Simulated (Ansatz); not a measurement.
Harmonic frequencies (cm⁻¹) at PBE0-D4/def2-TZVP from Ansatz: 60, 60, 102, 119, 119, 139, 228, 362, 400, 400, 433, 433, 970, 1107, 1107, 2485, 2511, 2512.

Each molecule was computed in one conformer, which needn't be the lowest.

Problem. Which molecule is it?
A. `[PH3+][Ga-]([Cl])([Cl])[Cl]`
B. `[NH3+][AlH3-]`
C. `[NH3+][GaH3-]`
D. `[NH3+][B-](F)(F)F`

Solution. A.
